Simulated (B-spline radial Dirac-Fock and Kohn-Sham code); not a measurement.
**Successive ionisation energies of rhenium: Dirac-Fock against NIST**

The computed values come from a radial atomic solver: Dirac-Fock ΔSCF + Breit + QED. Each value is the difference of the configuration-average energies of two neighbouring ions in their tabulated ground configurations. Electron correlation is not included. NIST's values refer to the lowest levels; many for high charge states are themselves semi-empirical or theoretical. Where a p, d or f shell is open in either ion the computed value averages over both j values and all terms, while the table refers to the lowest levels; that difference holds spin-orbit splitting (largest in heavy or highly charged ions), term energies where several electrons share open shells, and correlation, and it can reach 10 % or more.

| ion | configuration | computed (eV) | NIST (eV) | kind | NIST − computed (eV) |
| --- | --- | --- | --- | --- | --- |
| Re²⁶⁺ | [Kr] 4d10 4f3 | 833.0 | 860 ± 40 | theoretical | +26.95 |
| Re²⁷⁺ | [Kr] 4d10 4f2 | 884.1 | 910 ± 50 | theoretical | +25.88 |
| Re²⁸⁺ | [Kr] 4d10 4f1 | 936.3 | 953 ± 19 | theoretical | +16.71 |
| Re²⁹⁺ | [Kr] 4d10 | 1201.2 | 1194 ± 4 | theoretical | -7.19 |
| Re³⁰⁺ | [Kr] 4d9 | 1252.2 | 1242 ± 4 | theoretical | -10.25 |
| Re³¹⁺ | [Kr] 4d8 | 1303.9 | 1294 ± 4 | theoretical | -9.94 |
| Re³²⁺ | [Kr] 4d7 | 1356.3 | 1349 ± 4 | theoretical | -7.26 |
| Re³³⁺ | [Kr] 4d6 | 1409.2 | 1402 ± 5 | theoretical | -7.22 |
| Re³⁴⁺ | [Kr] 4d5 | 1462.8 | 1454 ± 5 | theoretical | -8.81 |
| Re³⁵⁺ | [Kr] 4d4 | 1517.0 | 1530 ± 5 | theoretical | +12.97 |
| Re³⁶⁺ | [Kr] 4d3 | 1571.9 | 1583 ± 5 | theoretical | +11.12 |
| Re³⁷⁺ | [Kr] 4d2 | 1627.4 | 1641 ± 4 | theoretical | +13.64 |
| Re³⁸⁺ | [Kr] 4d1 | 1683.5 | 1696 ± 4 | theoretical | +12.54 |
| Re³⁹⁺ | [Ar] 3d10 4s2 4p6 | 1945.3 | 1912 ± 4 | theoretical | -33.27 |
| Re⁴⁰⁺ | [Ar] 3d10 4s2 4p5 | 2001.5 | 1966 ± 4 | theoretical | -35.49 |
| Re⁴¹⁺ | [Ar] 3d10 4s2 4p4 | 2058.2 | 2025 ± 4 | theoretical | -33.19 |
| Re⁴²⁺ | [Ar] 3d10 4s2 4p3 | 2115.3 | 2080 ± 4 | theoretical | -35.35 |
| Re⁴³⁺ | [Ar] 3d10 4s2 4p2 | 2173.0 | 2240 ± 4 | theoretical | +67.02 |
| Re⁴⁴⁺ | [Ar] 3d10 4s2 4p1 | 2231.1 | 2302 ± 4 | theoretical | +70.93 |
| Re⁴⁵⁺ | [Ar] 3d10 4s2 | 2450.6 | 2450 ± 4 | theoretical | -0.62 |

Task: Where in this range is the largest relative jump, and why?

Result: From Re²⁸⁺ (936.3 eV) to Re²⁹⁺ (1201.2 eV), a factor of 1.28. The configuration goes from [Kr] 4d10 4f1 to [Kr] 4d10, so the next electron comes out of a deeper subshell.
